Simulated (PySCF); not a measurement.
## Electronic absorption of n-PeOEt

n-PeOEt, C7H16O.
SMILES with atom numbers: `[CH3:1][CH2:2][CH2:3][CH2:4][CH2:5][O:6][CH2:7][CH3:8]` (hydrogens: H9, H10, H11 on C1; H12, H13 on C2; H14, H15 on C3; H16, H17 on C4; H18, H19 on C5; H20, H21 on C7; H22, H23, H24 on C8)

The calculation used TDDFT wB97X-D/def2-SVPD, vertical, gas phase, core orbitals frozen in the response (PySCF 2.14.0, density-fitted response routines). Geometry: PBE0-D3(BJ)/def2-SVP, one conformer, isolated molecule.

Q: List the vertical singlet excitations with oscillator strengths and describe the spectrum.

A: 

| state | E (eV) | E (kJ/mol) | λ (nm) | f | \|μ\| (D) | main configurations (H = HOMO, L = LUMO) |
| --- | --- | --- | --- | --- | --- | --- |
| S1 | 7.49 | 723 | 165.5 | 0.025 | 0.95 | H→L (79%) |
| S2 | 8.15 | 787 | 152.1 | 0.0092 | 0.55 | H→L+3 (62%), H→L+2 (16%) |
| S3 | 8.19 | 790 | 151.5 | 0.026 | 0.91 | H→L+2 (52%), H→L+3 (20%), H→L+4 (11%) |
| S4 | 8.52 | 822 | 145.5 | 0.018 | 0.76 | H→L+5 (37%), H→L+1 (34%), H→L+4 (13%) |
| S5 | 8.87 | 856 | 139.8 | 0.014 | 0.65 | H-1→L (68%) |
| S6 | 9.00 | 868 | 137.8 | 0.028 | 0.90 | H→L+9 (28%), H→L+8 (14%) |
| S7 | 9.05 | 873 | 137.0 | 0.0003 | 0.10 | H-2→L+1 (23%), H-1→L+1 (16%), H-2→L (15%) |
| S8 | 9.23 | 890 | 134.4 | 0.0029 | 0.29 | H→L+8 (37%), H→L+10 (12%), H→L+7 (12%) |
| S9 | 9.27 | 895 | 133.7 | 0.011 | 0.57 | H-2→L (18%), H-3→L (17%), H-2→L+1 (16%) |
| S10 | 9.33 | 900 | 132.9 | 0.026 | 0.86 | H→L+1 (22%), H→L+4 (13%), H→L+7 (12%) |

Triplets (Tamm–Dancoff): T1 7.41 eV, H→L (76%); T2 8.06 eV, H→L+3 (70%); T3 8.12 eV, H→L+2 (66%), H→L+4 (11%), H→L+1 (8%); T4 8.43 eV, H→L+5 (34%), H→L+1 (27%), H→L+4 (11%).

The lowest singlet comes at 165 nm (723 kJ/mol) in the vacuum ultraviolet; it is weak; its leading configuration is HOMO→LUMO (79%). The most intense listed level is S6 at 9.00 eV (138 nm, f = 0.028), 1.50 eV above S1. Löwdin shares by element: HOMO oxygen 56%, carbon 25% or more (atoms not listed hold the other 19%); LUMO carbon 36% or more, hydrogen 6% or more (atoms not listed hold the other 58%). Orbital energies (eV): HOMO-3 -10.97, HOMO-2 -10.81, HOMO-1 -10.51, HOMO -9.23, LUMO 2.42, LUMO+1 2.73, LUMO+2 2.88. The listed states span 1.84 eV, and the widest gap between neighbours is 0.66 eV (S1 to S2). Of the 10 states listed, 7 reach f = 0.01 and 1 stays under 0.0005. No computed singlet lies in the visible range (380 to 750 nm); the lowest, at 165 nm, stands 4.23 eV above its violet end (3.26 eV). The vertical ionisation energy (ΔSCF) is 9.48 eV, 0.15 eV above S10. The window holds the lowest 10 singlets.

Hardware: one thread, x86-64 server, no GPU (shared host). Cost: 3.0 min wall.
